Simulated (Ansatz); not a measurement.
Born–Oppenheimer molecular dynamics of C₂H₃NTe (7 atoms, charge 0, multiplicity 1). It starts from a relaxed structure.

All numbers below come from RKS PBE0/def2-SVP (Ansatz 0.2.0).

```json
{
 "ensemble": "NVE (velocity Verlet)",
 "time step": "0.5 fs",
 "steps asked": "300",
 "starting velocities drawn for": "300 K",
 "seed": "169205"
}
```

First frame:

```xyz
7
Properties=species:S:1:pos:R:3
C -0.825 0.643 -0.608
N 0.246 0.904 0.024
C 0.709 -0.379 0.475
Te -1.000 -1.474 -0.445
H -1.470 1.382 -1.103
H 0.725 -0.474 1.571
H 1.676 -0.670 0.040
```

**Question.** How far do the bonds stretch over the last three quarters of this one trajectory? (Pairs bonded in most of those frames.)

**Answer.** 
```json
{"bond": "C1–N2", "mean (Å)": "1.272", "spread (Å)": "0.022", "shortest": "1.24", "longest": "1.31"}
{"bond": "C1–Te4", "mean (Å)": "2.129", "spread (Å)": "0.020", "shortest": "2.08", "longest": "2.16"}
{"bond": "C1–H5", "mean (Å)": "1.099", "spread (Å)": "0.004", "shortest": "1.09", "longest": "1.11"}
{"bond": "N2–C3", "mean (Å)": "1.438", "spread (Å)": "0.019", "shortest": "1.41", "longest": "1.46"}
{"bond": "C3–Te4", "mean (Å)": "2.232", "spread (Å)": "0.024", "shortest": "2.19", "longest": "2.29"}
{"bond": "C3–H6", "mean (Å)": "1.103", "spread (Å)": "0.024", "shortest": "1.06", "longest": "1.14"}
{"bond": "C3–H7", "mean (Å)": "1.103", "spread (Å)": "0.028", "shortest": "1.06", "longest": "1.15"}
```

Mean temperature of the second half: 149 K. The conserved energy stayed within 0.21 meV per atom of its start (net change 0.098 meV per atom), so the integration is sound. The temperature averaged 0.50 of the 300 K drawn at the start: a run that starts near a minimum puts about half its kinetic energy into the potential. A run of 0.15 ps of so small a system gives no equilibrium averages.

Run time: 13 min on 1 thread of Arm Neoverse V1, with other jobs on the host, peak memory 0.15 GiB.
